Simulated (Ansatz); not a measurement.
Consider the redistribution: `[SnH3][SnH3]` + `O=C[SiH](O)CF` → `O=C[SiH](O)[SnH3]` + `F[CH2][SnH3]`.

Gas-phase electronic energies from Ansatz, PBE0-D4/def2-TZVP geometries. CBS: MP2 limit from def2 TZ/QZ plus the TZ coupled-cluster correction, frozen cores. Functionals use def2-TZVPP. B3LYP here is the variant with VWN-RPA as its local correlation; programs differ in this. Elements past krypton have def2 core potentials. For Sn outer-core shells are correlated without core-valence functions, which leaves a few kJ/mol of doubt a bond. Each species was taken in one conformer, which may not be the lowest.

```csv
level,ΔE (kJ/mol)
B3LYP,79.4
CCSD/CBS(def2),83.8
```

**Question.** What does CCSD(T)/CBS give? (Best estimate.)

**Answer.** Ansatz gave: +81.4 kJ/mol. The listed levels differ from it by -2.0, 2.4 kJ/mol.

Largest T1 diagnostic among the species: 0.015.

From PBE to PBE0 (25 % exact exchange), in def2-TZVPP and without D4, ΔE moves by +7.7 kJ/mol. In def2-TZVPP, CCSD(T) changes the Hartree–Fock value by −14.1 kJ/mol (the triples alone add −2.4 kJ/mol) and MP2 by −10.6 kJ/mol.
